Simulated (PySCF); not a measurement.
Gas-phase reaction: SF6 → S + 6 F

Computed with PySCF (xtb for GFN2) and rigid-rotor harmonic-oscillator thermochemistry at 1 bar. 'Table' is the NASA 1993 thermochemical table (part measured, part estimated). † marks an energy on the PBE0/def2-TZVP geometry and frequencies; other levels use their own. MP2 freezes the core. 6-31G* has spherical d functions here. Open shells (unrestricted): S (multiplicity 3, electronic degeneracy 9), F (multiplicity 2, electronic degeneracy 6); the rest are closed-shell singlets. GFN2 has no spin-polarisation term. Spin-orbit splitting is ignored; it lowers the true energy and changes the entropy of S, F. MP2 isn't extrapolated to the basis-set limit; its ΔH°(298 K) is 1744.3 kJ in def2-SVP and 2056.1 kJ in def2-TZVPP. The harmonic model lacks anharmonicity and excited electronic states, which grow with temperature; levels with a mode under 35 cm⁻¹ are left out.

```
level            ΔH°(298 K), kJ  minus table  ΔG°(2000 K), kJ
---------------  --------------  -----------  ---------------
table                    1973.8            -            269.7
BLYP/def2-TZVP†          1931.8        -42.0            220.0
GFN2-xTB                 2322.3        348.5            665.9
HF/6-31G*                 817.0      -1156.8           -911.7
HF/def2-TZVP†             959.2      -1014.6           -752.5
MP2/def2-SVP†            1744.3       -229.5             32.5
PBE/def2-SVP             2027.4         53.6            329.8
```
